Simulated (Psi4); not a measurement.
HCl$_{2}$FSeSi (SMILES F[Si](Cl)(Cl)[SeH]), singlet, at a GFN2-xTB geometry; R2SCAN/STO-3G (Psi4).

Input for Psi4:
```
memory 2 GB

molecule {
0 1
F    -1.22736333   -0.16151206    1.46207686
Si   -0.52943625    0.11525359    0.04506262
Cl   -0.74431632    2.07024627   -0.32914292
Cl   -1.49699716   -1.00734622   -1.30096678
Se    1.60199416   -0.52933216    0.43555049
H     2.09290525   -0.23194929   -0.88642020
}

set {
  basis sto-3g
}

energy('r2scan')
print_variables()
```

Question: Predict the main parts of the log of this Psi4 run.

Answer: 
```
   => Loading Basis Set <=

    Name: STO-3G
    Role: ORBITAL
    Keyword: BASIS

         ---------------------------------------------------------
                                   SCF
               by Justin Turney, Rob Parrish, Andy Simmonett
                          and Daniel G. A. Smith
                              RKS Reference
         ---------------------------------------------------------

  ==> Geometry <==

    Molecular point group: c1
    Full point group: C1

    Geometry (in Angstrom), charge = 0, multiplicity = 1:

       Center              X                  Y                   Z               Mass
    ------------   -----------------  -----------------  -----------------  -----------------
         F           -1.296253142653    -0.135168281580     1.432006218137    18.998403162730
         SI          -0.598326062653     0.141597368420     0.014991978137    27.976926534650
         CL          -0.813206132653     2.096590048420    -0.359213561863    34.968852682000
         CL          -1.565886972653    -0.981002441580    -1.331037421863    34.968852682000
         SE           1.533104347347    -0.502988381580     0.405479848137    79.916521800000
         H            2.024015437347    -0.205605511580    -0.916490841863     1.007825032230

  Running in c1 symmetry.

  Rotational constants: A =      0.06204  B =      0.03522  C =      0.02852 [cm^-1]
  Rotational constants: A =   1859.78678  B =   1055.73415  C =    855.11677 [MHz]
  Nuclear repulsion =  625.987885521047133

  Charge       = 0
  Multiplicity = 1
  Electrons    = 92
  Nalpha       = 46
  Nbeta        = 46

  ==> Algorithm <==

  SCF Algorithm Type is DF.
  DIIS enabled.
  MOM disabled.
  Fractional occupation disabled.
  Guess Type is SAD.
  Energy threshold   = 1.00e-06
  Density threshold  = 1.00e-06
  Integral threshold = 1.00e-12

  ==> Primary Basis <==

  Basis Set: STO-3G
    Blend: STO-3G
    Number of shells: 27
    Number of basis functions: 51
    Number of Cartesian functions: 52
    Spherical Harmonics?: true
    Max angular momentum: 2

  ==> DFT Potential <==

   => LibXC <=

    Version 7.1.2
    S. Lehtola, C. Steigemann, M. J. T. Oliveira, and M. A. L. Marques,  SoftwareX 7, 1–5 (2018) (10.1016/j.softx.2017.11.002)

   => Composite Functional: R2SCAN <=

    r2SCAN Meta-GGA XC Functional  (0.1021/acs.jpclett.0c02405)
    J. W. Furness, A. D. Kaplan, J. Ning, J. P. Perdew, J. Sun  J. Phys. Chem. Lett.  11, 8208–8215, 2020

    Deriv               =              1
    GGA                 =           TRUE
    Meta                =           TRUE

    Exchange Hybrid     =          FALSE
    MP2 Hybrid          =          FALSE

   => Exchange Functionals <=

    1.0000   XC_MGGA_X_R2SCAN

   => Correlation Functionals <=

    1.0000   XC_MGGA_C_R2SCAN

   => LibXC Density Thresholds  <==

    XC_MGGA_C_R2SCAN:  1.00E-15
    XC_MGGA_X_R2SCAN:  1.00E-11

   => Molecular Quadrature <=

    Radial Scheme          =       TREUTLER
    Pruning Scheme         =           NONE
    Nuclear Scheme         =       TREUTLER

    Blocking Scheme        =         OCTREE
    BS radius alpha        =              1
    Pruning alpha          =              1
    Radial Points          =             75
    Spherical Points       =            302
    Total Points           =         122745
    Total Blocks           =            985
    Max Points             =            255
    Max Functions          =             41
    Weights Tolerance      =       1.00E-15

   => Loading Basis Set <=

    Name: (STO-3G AUX)
    Role: JKFIT
    Keyword: DF_BASIS_SCF

  ==> Integral Setup <==

  SCF_SUBTYPE=INCORE selected. In-core MEM_DF algorithm will be used.
  Using in-core AOs.

  ==> MemDFJK: Density-Fitted J/K Matrices <==

    J tasked:                   Yes
    K tasked:                    No
    wK tasked:                   No
    Algorithm:                 Core
    Schwarz Cutoff:           1E-12
    Mask sparsity (%):      17.3779
    Fitting Condition:        1E-10

   => Auxiliary Basis Set <=

  Basis Set: (STO-3G AUX)
    Blend: DEF2-UNIVERSAL-JKFIT
    Number of shells: 205
    Number of basis functions: 745
    Number of Cartesian functions: 949
    Spherical Harmonics?: true
    Max angular momentum: 5

  Minimum eigenvalue in the overlap matrix is 3.0650502429E-01.
  Reciprocal condition number of the overlap matrix is 1.6415351107E-01.
    Using symmetric orthogonalization.

  ==> Pre-Iterations <==

  SCF Guess: Superposition of Atomic Densities via on-the-fly atomic UHF (no occupation information).

   -------------------------
    Irrep   Nso     Nmo
   -------------------------
     A         51      51
   -------------------------
    Total      51      51
   -------------------------

  ==> Iterations <==

                           Total Energy        Delta E     RMS |[F,P]|

   @DF-RKS iter SAD: -3668.31247989345593   -3.66831e+03   0.00000e+00
   @DF-RKS iter   1: -3670.26195249691500   -1.94947e+00   1.10281e-02 ADIIS/DIIS
   @DF-RKS iter   2: -3670.09634023818353    1.65612e-01   1.44385e-02 ADIIS/DIIS
   @DF-RKS iter   3: -3670.55272732042977   -4.56387e-01   1.72773e-03 ADIIS/DIIS
   @DF-RKS iter   4: -3670.55791897224935   -5.19165e-03   1.15690e-03 ADIIS/DIIS
   @DF-RKS iter   5: -3670.56076664777538   -2.84768e-03   1.69710e-04 ADIIS/DIIS
   @DF-RKS iter   6: -3670.56087815814499   -1.11510e-04   2.48435e-05 DIIS
   @DF-RKS iter   7: -3670.56087941603664   -1.25789e-06   6.40135e-06 DIIS
   @DF-RKS iter   8: -3670.56087952729604   -1.11259e-07   5.04898e-07 DIIS
  Energy and wave function converged.

  ==> Post-Iterations <==

   Electrons on quadrature grid:
      Ntotal   =   92.0000208397 ; deviation = 2.084e-05

    Orbital Energies [Eh]
    ---------------------

    Doubly Occupied:

       1A   -448.013487     2A   -100.091332     3A   -100.091327
       4A    -65.242471     5A    -55.857684     6A    -51.170089
       7A    -51.168797     8A    -51.165121     9A    -24.178219
      10A     -9.156449    11A     -9.156254    12A     -7.063991
      13A     -6.920387    14A     -6.920161    15A     -6.905797
      16A     -6.905697    17A     -6.905589    18A     -6.905503
      19A     -5.192623    20A     -5.092646    21A     -5.086327
      22A     -5.069027    23A     -3.481340    24A     -3.480359
      25A     -3.478183    26A     -1.086775    27A     -1.028134
      28A     -1.023192    29A     -1.011901    30A     -1.007961
      31A     -1.006937    32A     -0.785210    33A     -0.748249
      34A     -0.626015    35A     -0.455297    36A     -0.376672
      37A     -0.361480    38A     -0.337913    39A     -0.285811
      40A     -0.255430    41A     -0.253172    42A     -0.245420
      43A     -0.232535    44A     -0.217269    45A     -0.208734
      46A     -0.161245

    Virtual:

      47A      0.037596    48A      0.157402    49A      0.186656
      50A      0.187298    51A      0.233223

    Final Occupation by Irrep:
              A
    DOCC [    46 ]
    NA   [    46 ]
    NB   [    46 ]

  @DF-RKS Final Energy: -3670.56087952729604

   => Energetics <=

    Nuclear Repulsion Energy =            625.9878855210471329
    One-Electron Energy =               -6369.4859085295620389
    Two-Electron Energy =                2249.2220312209105941
    DFT Exchange-Correlation Energy =    -176.2848877396917828
    Empirical Dispersion Energy =           0.0000000000000000
    VV10 Nonlocal Energy =                  0.0000000000000000
    Total Energy =                      -3670.5608795272960378

Computation Completed

Properties will be evaluated at   0.000000,   0.000000,   0.000000 [a0]

Properties computed using the SCF density matrix

 Multipole Moments:

 ------------------------------------------------------------------------------------
     Multipole            Electronic (a.u.)      Nuclear  (a.u.)        Total (a.u.)
 ------------------------------------------------------------------------------------

 L = 1.  Multiply by 2.5417464519 to convert [e a0] to [Debye]
 Dipole X            :         12.3827039          -11.9768247            0.4058791
 Dipole Y            :         -4.6715247            4.5799921           -0.0915326
 Dipole Z            :          5.2034382           -5.2279256           -0.0244873
 Magnitude           :                                                    0.4167922

 ------------------------------------------------------------------------------------

  Variable Map:
  ----------------------------------------------------------------------------
  "CURRENT ENERGY"              =>   -3670.560879527296
  "CURRENT REFERENCE ENERGY"    =>   -3670.560879527296
  "DD SOLVATION ENERGY"         =>       0.000000000000
  "DFT FUNCTIONAL TOTAL ENERGY" =>   -3670.560879527296
  "DFT TOTAL ENERGY"            =>   -3670.560879527296
  "DFT VV10 ENERGY"             =>       0.000000000000
  "DFT XC ENERGY"               =>    -176.284887739692
  "GRID ELECTRONS ALPHA"        =>      46.000010419831
  "GRID ELECTRONS BETA"         =>      46.000010419831
  "GRID ELECTRONS TOTAL"        =>      92.000020839662
  "NUCLEAR REPULSION ENERGY"    =>     625.987885521047
  "ONE-ELECTRON ENERGY"         =>   -6369.485908529562
  "PCM POLARIZATION ENERGY"     =>       0.000000000000
  "PE ENERGY"                   =>       0.000000000000
  "SCF ITERATION ENERGY"        =>   -3670.560879527296
  "SCF ITERATIONS"              =>       8.000000000000
  "SCF TOTAL ENERGY"            =>   -3670.560879527296
  "TWO-ELECTRON ENERGY"         =>    2249.222031220911
  "XC GRID RADIAL POINTS"       =>      75.000000000000
  "XC GRID SPHERICAL POINTS"    =>     302.000000000000
  "XC GRID TOTAL POINTS"        =>  122745.000000000000

  Array Variable Map:
  ----------------------------------------------------------------------------
  "CURRENT DIPOLE"              =>       0.405879121625 ... -0.024487330368 1 by 3
  "SCF DIPOLE"                  =>       0.405879121625 ... -0.024487330368 1 by 3
  "SCF TOTAL ENERGIES"          =>   -3668.312479893456 ... -3670.560879527296 1 by 9
```
